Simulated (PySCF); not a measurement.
F₃S, SMILES F[S+](F)F, charge +1.

Geometry optimised at B3LYP-D3(BJ)/def2-TZVP. The isomer is the one that the SMILES or the coordinates give; other isomers of the formula were not compared.

Computed with PySCF with PBE/def2-TZVPD.

Isolated molecule, no solvent.

The total energy comes out as -697.05818 hartree. The point group comes out as C3v and the highest occupied level comes out as -17.46 eV. The lowest empty level is -10.18 eV, the orbital gap comes out as 7.27 eV and the dipole moment about the centre of nuclear charge is 1.51 D. The mean static polarisability is 20.8 bohr³ (3.08 Å³) and the polarisability, principal values comes out as 17.7, 22.4, 22.4 bohr³.
